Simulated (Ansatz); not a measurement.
Mulliken charges of F3HSSn (`[F][Sn]([F])([F])[SH]`) from ωB97M-V/def2-TZVPP in Ansatz (PBE0-D4/def2-TZVP geometry).

| atom | x (Å) | y (Å) | z (Å) | charge (e) |
| --- | --- | --- | --- | --- |
| F1 | -0.660 | -0.939 | 1.649 | -0.444 |
| Sn2 | 0.258 | -0.396 | 0.087 | 1.433 |
| F3 | 2.067 | -0.883 | 0.328 | -0.444 |
| F4 | -0.430 | -1.536 | -1.255 | -0.444 |
| S5 | 0.075 | 1.891 | -0.395 | -0.249 |
| H6 | -1.267 | 1.799 | -0.461 | 0.147 |

By hand: the dipole of these point charges (1 e Å = 4.8032 D).

Σ q r = (-0.269, 0.717, -0.165) e Å, of length 0.783 e Å = 3.76 D.

How does the dipole of the full density compare? (An estimate is asked.)

Computed: (-0.214, 0.617, -0.141) e Å, 3.21 D; the point charges give 1.17 times that, at 1° from its direction.

Point charges leave out the atoms' own dipoles, such as those of lone pairs, and Mulliken's split depends on the basis, so the two needn't agree.
